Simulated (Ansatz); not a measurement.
Pulling on the Zn1–H2 bond in FHZn (SMILES [F][ZnH]) (multiplicity 1 held, fragments rigid). Energies count from the point at 1.505 Å.
Geometry at that point (charge 0, multiplicity 1):
```xyz
3

Zn     0.0000     0.0000    -0.3581
H      0.0000     0.0000    -1.8636
F      0.0000     0.0000     1.4008
```

Signs of static correlation in def2-TZVPP, with CASSCF(2,2), from Ansatz (a first-principles code) runs.

```json
[
 {"R (Å)": "1.204", "T1 of restricted CCSD": "0.017", "⟨S²⟩ of UHF": "0.000", "largest double amplitude of restricted CCSD": "0.028", "weight of the CASSCF reference in MRCISD": "0.919", "CASSCF natural occupations": "1.98 0.02"},
 {"R (Å)": "1.355", "T1 of restricted CCSD": "0.017", "⟨S²⟩ of UHF": "0.000", "largest double amplitude of restricted CCSD": "0.032", "weight of the CASSCF reference in MRCISD": "0.920", "CASSCF natural occupations": "1.98 0.02"},
 {"R (Å)": "1.505", "T1 of restricted CCSD": "0.018", "⟨S²⟩ of UHF": "0.000", "largest double amplitude of restricted CCSD": "0.040", "weight of the CASSCF reference in MRCISD": "0.920", "CASSCF natural occupations": "1.97 0.03"},
 {"R (Å)": "1.656", "T1 of restricted CCSD": "0.018", "⟨S²⟩ of UHF": "0.000", "largest double amplitude of restricted CCSD": "0.052", "weight of the CASSCF reference in MRCISD": "0.921", "CASSCF natural occupations": "1.96 0.04"},
 {"R (Å)": "1.807", "T1 of restricted CCSD": "0.019", "⟨S²⟩ of UHF": "0.000", "largest double amplitude of restricted CCSD": "[?]", "weight of the CASSCF reference in MRCISD": "0.921", "CASSCF natural occupations": "1.95 0.05"},
 {"R (Å)": "2.032", "T1 of restricted CCSD": "0.020", "⟨S²⟩ of UHF": "0.000", "largest double amplitude of restricted CCSD": "0.102", "weight of the CASSCF reference in MRCISD": "0.922", "CASSCF natural occupations": "1.93 0.07"},
 {"R (Å)": "2.258", "T1 of restricted CCSD": "0.022", "⟨S²⟩ of UHF": "0.235", "largest double amplitude of restricted CCSD": "0.148", "weight of the CASSCF reference in MRCISD": "0.923", "CASSCF natural occupations": "1.89 0.11"},
 {"R (Å)": "2.635", "T1 of restricted CCSD": "0.027", "⟨S²⟩ of UHF": "0.693", "largest double amplitude of restricted CCSD": "0.250", "weight of the CASSCF reference in MRCISD": "0.924", "CASSCF natural occupations": "1.78 0.22"},
 {"R (Å)": "3.011", "T1 of restricted CCSD": "0.036", "⟨S²⟩ of UHF": "0.878", "largest double amplitude of restricted CCSD": "0.380", "weight of the CASSCF reference in MRCISD": "0.924", "CASSCF natural occupations": "1.62 0.38"},
 {"R (Å)": "3.463", "T1 of restricted CCSD": "0.049", "⟨S²⟩ of UHF": "0.961", "largest double amplitude of restricted CCSD": "0.552", "weight of the CASSCF reference in MRCISD": "0.925", "CASSCF natural occupations": "1.41 0.59"},
 {"R (Å)": "4.065", "T1 of restricted CCSD": "0.062", "⟨S²⟩ of UHF": "0.993", "largest double amplitude of restricted CCSD": "[?]", "weight of the CASSCF reference in MRCISD": "0.925", "CASSCF natural occupations": "1.21 0.79"},
 {"R (Å)": "4.817", "T1 of restricted CCSD": "0.068", "⟨S²⟩ of UHF": "1.001", "largest double amplitude of restricted CCSD": "0.885", "weight of the CASSCF reference in MRCISD": "0.925", "CASSCF natural occupations": "1.08 0.92"}
]
```

Task: Complete the blanks.

Result: 
- 1.807, largest double amplitude of restricted CCSD: 0.068
- 4.065, largest double amplitude of restricted CCSD: 0.747

Doubts at one or more of the structures used: a restricted determinant that unrestricted orbitals would lower (R-CCSD(T)/def2-TZVPP); other coupled-cluster roots lie near (R-CCSD(T)/def2-TZVPP); T1 above 0.05 (R-CCSD(T)/def2-TZVPP, U-CCSD(T)/def2-TZVPP); a spin-contaminated determinant (U-CCSD(T)/def2-TZVPP).
